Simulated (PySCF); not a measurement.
C6H6NP.
Cartesian coordinates in Å at the GFN2-xTB level; atoms count from 1:
```xyz
14
C6H6NP angstrom
C      3.7905    0.0920   -0.0619
C      2.6043    0.2470    0.0501
C      1.2234    0.4562    0.1954
C      0.2582   -0.4244   -0.2265
N     -1.0011   -0.0034    0.0255
C     -2.1655   -0.7683   -0.3318
C     -1.0418    1.2001    0.6405
P      0.4969    1.8945    0.9504
H      4.8244   -0.0495   -0.1630
H      0.4200   -1.3698   -0.7137
H     -2.1504   -1.7407    0.1664
H     -2.1995   -0.9312   -1.4118
H     -3.0627   -0.2317   -0.0288
H     -1.9974    1.6287    0.8871
```

NICS is the negative of the GIAO shielding at a point without a nucleus: at the ring centre (0) and 1 Å above and below it (1); zz is the component along the ring normal. Level: GIAO PBE0/pcSseg-1 (PySCF, non-relativistic, gas phase) on the GFN2-xTB geometry, one conformer.

Ring bond lengths (Å), with Mayer bond orders in brackets: C3–C4 1.373 (1.46), C4–N5 1.352 (1.13), N5–C7 1.352 (1.19), C7–P8 1.716 (1.44), P8–C3 1.779 (1.17).

What do the NICS probes read (ppm)?

```csv
ring,type,NICS(0),"NICS(1), two faces","NICS(1)zz, two faces",rms pucker (Å),"centre to ring atoms, mean (Å)"
C3–C4–N5–C7–P8,5-membered ring with N and P; formal bonds all aromatic,-12.9,-10.9 / -10.9,-25.9 / -25.9,0.00,1.28
```

What do they say, and how far can they be read as aromaticity?

- C3–C4–N5–C7–P8: mean NICS(1)zz -25.9 ppm, shielded.

And the bond-length index? Use HOMA with the parameters of Krygowski (1993).

- C3–C4–N5–C7–P8: HOMA 0.81; the largest term is that of P8–C3, α(R − Ropt)² = 0.79.

At the first NICS(1) probe listed for ring C3–C4–N5–C7–P8, 1 Å off the ring, what do the in-plane components average?

The isotropic value is a third of the trace: (3 × -10.9 − (-25.9))/2 = -3.4 ppm.

List the ring angles and the Hirshfeld charges of the ring atoms.

- C3–C4–N5–C7–P8: C3 111.2° (-0.085 e), C4 113.5° (-0.014 e), N5 113.0° (+0.009 e), C7 114.5° (-0.084 e), P8 87.8° (+0.027 e); sum 540.0° against 540° for a flat convex ring.

How shielded are the nuclei of the rings and their hydrogens (means over atoms taken as equivalent)?

```
atoms                          environment  σ isotropic (ppm)  principal values of the symmetric part, first atom (ppm)
   C3          substituted aromatic carbon               51.7                                        -49.9, 52.3, 152.5
   C4  aromatic CH next to a ring nitrogen               46.7                                        -37.0, 55.9, 121.3
   N5                pyrrole-type nitrogen               73.1                                        -20.4, 67.0, 172.8
   C7  aromatic CH next to a ring nitrogen               25.6                                       -103.1, 61.7, 118.3
   P8             phosphorus bonded to 2 C              169.3                                        -10.5, 89.8, 428.5
  H10                    aromatic hydrogen              24.11                                          20.5, 24.1, 27.8
  H14                    aromatic hydrogen              23.99                                          21.8, 22.9, 27.2
```
